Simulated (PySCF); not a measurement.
EPR parameters of C2H9OSi4

C₂H₉OSi₄ (doublet state).
Geometry (GFN2-xTB, Å), atoms numbered from 1 in this order:
```
atom  x, y, z in Å
C1     3.130   -0.301    0.215
C2     1.921    0.195    0.447
Si3    0.332   -0.389   -0.377
O4     0.685   -1.448   -1.586
Si5   -1.414   -1.461    0.758
Si6   -2.901    0.259    0.176
Si7   -1.171    1.301   -1.016
H8     3.288   -1.088   -0.508
H9     4.016    0.043    0.728
H10    1.822    0.972    1.196
H11    1.394   -1.284   -2.201
H12   -1.281   -1.824    2.190
H13   -4.050   -0.213   -0.615
H14   -3.554    1.112    1.184
H15   -1.398    1.481   -2.456
H16   -0.826    2.653   -0.555
```

The hyperfine couplings belong to this conformer and change with its torsions.

Identity: `C=C[Si@@]1(O)[SiH][SiH2][SiH2]1` [radical].

Theory: PySCF, UKS B3LYP, pcH-1 on C H O Si, non-relativistic, mean-field spin-orbit, GIAO. The structure is a single GFN2-xTB conformer in the gas phase; no vibrational or solvent corrections. A GFN2-xTB geometry isn't a minimum of the functional, and hyperfine couplings can be far from their values at a DFT geometry, by a factor of two or more for some ions and for spin on atoms past the first row. Stability of the SCF solution: not tested.

```json
{
 "g1, g2, g3": "2.00304, 2.00467, 2.00655",
 "g_iso": "2.00475",
 "Form of g": "rhombic: the two nearest values differ by 47 % of g3 − g1",
 "⟨S²⟩": "0.7535 (exact 0.7500)",
 "α and β electrons": "43, 42",
 "Basis functions": "305"
}
```

Isotropic coupling and dipolar principal values T1 to T3, in mT (MHz turned into mT with g_iso):

| atom | isotope | a_iso | of which spin–orbit | T1 | T2 | T3 | Mulliken spin population |
| --- | --- | --- | --- | --- | --- | --- | --- |
| C1 | 13C | 0.13 | 0.00 | -0.07 | -0.06 | 0.13 | 0.02 |
| C2 | 13C | 0.19 | 0.00 | -0.07 | 0.00 | 0.08 | -0.01 |
| Si3 | 29Si | 0.16 | 0.00 | -0.46 | 0.19 | 0.27 | 0.04 |
| O4 | 17O | -0.24 | 0.00 | -0.05 | 0.02 | 0.04 | 0.00 |
| Si5 | 29Si | -11.41 | 0.03 | -5.74 | 2.84 | 2.89 | 0.90 |
| Si6 | 29Si | -0.04 | 0.00 | -0.29 | 0.11 | 0.17 | 0.01 |
| Si7 | 29Si | -1.32 | 0.00 | -0.16 | 0.06 | 0.10 | 0.01 |
| H8 | 1H | -0.04 | 0.00 | -0.03 | 0.01 | 0.02 | 0.00 |
| H9 | 1H | 0.00 | 0.00 | -0.04 | -0.02 | 0.06 | 0.00 |
| H10 | 1H | 0.01 | 0.00 | -0.05 | -0.03 | 0.08 | 0.00 |
| H11 | 1H | -0.04 | 0.00 | -0.04 | -0.04 | 0.08 | 0.00 |
| H12 | 1H | -0.18 | 0.00 | -0.34 | 0.08 | 0.26 | -0.02 |
| H13 | 1H | 0.86 | 0.00 | -0.07 | -0.05 | 0.12 | 0.01 |
| H14 | 1H | 1.37 | 0.00 | -0.07 | -0.02 | 0.09 | 0.02 |
| H15 | 1H | 1.32 | 0.00 | -0.04 | -0.01 | 0.05 | 0.02 |
| H16 | 1H | -0.15 | 0.00 | -0.03 | -0.02 | 0.06 | 0.00 |

The largest Mulliken spin population is on Si5 (+0.90). The angles at Si5 add up to 330.2°, so it is pyramidal.

Under fast tumbling the dipolar parts average out, and these isotropic splittings remain (the largest six): 1 × 1H (H14, I = 1/2, 2 lines) with 1.37 mT, 1 × 1H (H15, I = 1/2, 2 lines) with 1.32 mT, 1 × 1H (H13, I = 1/2, 2 lines) with 0.86 mT, 1 × 1H (H12, I = 1/2, 2 lines) with 0.18 mT, 1 × 1H (H16, I = 1/2, 2 lines) with 0.15 mT and 1 × 1H (H11, I = 1/2, 2 lines) with 0.04 mT.

The 17O coupling of O4 (-6.7 MHz) shows only in satellite lines or after enrichment, since that isotope makes up about 0.038 % of natural oxygen.

The 29Si coupling of Si5 (-320.2 MHz) shows only in satellite lines or after enrichment, since that isotope makes up about 4.7 % of natural silicon.

Examples of negative spin density at the nucleus (bohr⁻³): Si3 (-0.0049) and H12 (-0.0012).
